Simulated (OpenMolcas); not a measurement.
Ir4+ among 6 point charges of -1 e arranged as an octahedron (Oh).

| Quantity | Value |
| --- | --- |
| Program | OpenMolcas 26.06 |
| Method | CASSCF |
| Basis | ANO-RCC-VTZP [8s7p5d3f1g] |
| Scalar Hamiltonian | DKH2, point nucleus |
| Active space | 5 electrons in 5 orbitals (5d) |
| State averaging | 2S+1 = 6 even, 1 root; 2S+1 = 4 even, 24 roots; 2S+1 = 2 even, 75 roots |
| Spin-orbit coupling | RASSI with atomic mean-field integrals over the reference wave functions |

All point charges move together. At R = 2.23 Å |10Dq| is 2867 cm-1, and at R = 2.47 Å it is 1743 cm-1.

**Question.** A third run gives 3612 cm-1. What distance was it run at?

**Answer.** With a power law R^-n the two known points give n = -ln(1743 / 2867) / ln(2.47 / 2.23) = 4.87. Then R = 2.23 × (2867 / 3612)^(1/4.87) = 2.127 Å. The run was at 2.13 Å, so the estimate is off by -0.003 Å.

Without dynamic correlation the repulsion within the d shell is too large (B by tens of per cent), so at a given field states of lower spin stand too high. Point charges give a weaker field than real ligands, and real ions of this kind are as a rule low spin; the high spin found here belongs to the model. This field is weak: 10Dq is about 3612 cm-1, while octahedral complexes of 5d ions of charge 3 and more, computed by the same method with explicit ligands, had a median near 35000 cm-1. Ground spin and moment need not be those of a real site (figures for R = 2.13; the like holds for R = 2.23, R = 2.47). Point charges carry no covalency, so the field is a model and not that of real ligands. No measured value stands beside these numbers.
